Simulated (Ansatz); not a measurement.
`BC(=C)[NH][GeH3]` + `CC(F)Cl` → `BCC(F)Cl` + `C=C[NH][GeH3]`  (formal exchange of groups at a B–C bond)

Calculated with Ansatz (gas phase, PBE0-D4/def2-TZVP geometries, no zero-point term in ΔE). CCSD(T)/CBS adds triple-zeta CCSD(T) − MP2 to the extrapolated MP2 energy (def2 sets, frozen cores). DFT in def2-TZVPP. B3LYP here is the variant with VWN-RPA as its local correlation; programs differ in this. For Ge outer-core shells are correlated without core-valence functions, which leaves a few kJ/mol of doubt a bond. Scalar relativity is left out up to krypton. Each species was taken in one conformer, which may not be the lowest.

**Question.** Is it downhill or uphill in electronic energy at CCSD(T)/CBS, and by how much? (Best estimate.)

**Answer.** Ansatz gave: Uphill: ΔE = +26.8 kJ/mol.

**Question.** What do these levels give: B3LYP-D4, PBE, HF/def2-TZVPP, MP2/def2-TZVPP, SCS-MP2/def2-TZVPP, CCSD(T)/def2-TZVPP? (An estimate is asked.)

**Answer.** The calculation gave: B3LYP-D4 27.0, PBE 26.2, HF/def2-TZVPP 14.5, MP2/def2-TZVPP 26.8, SCS-MP2/def2-TZVPP 25.3, CCSD(T)/def2-TZVPP 26.3 kJ/mol.

Largest T1 diagnostic among the species: 0.012.

In def2-TZVPP, CCSD(T) changes the Hartree–Fock value by +11.9 kJ/mol (the triples alone add +3.7 kJ/mol) and MP2 by +12.3 kJ/mol. The D4 term adds +4.0 kJ/mol with B3LYP and +2.1 kJ/mol with PBE0; it sums over pairs of atoms, weighted by their polarisabilities, and B3LYP, whose exchange is more repulsive, gets the larger term.
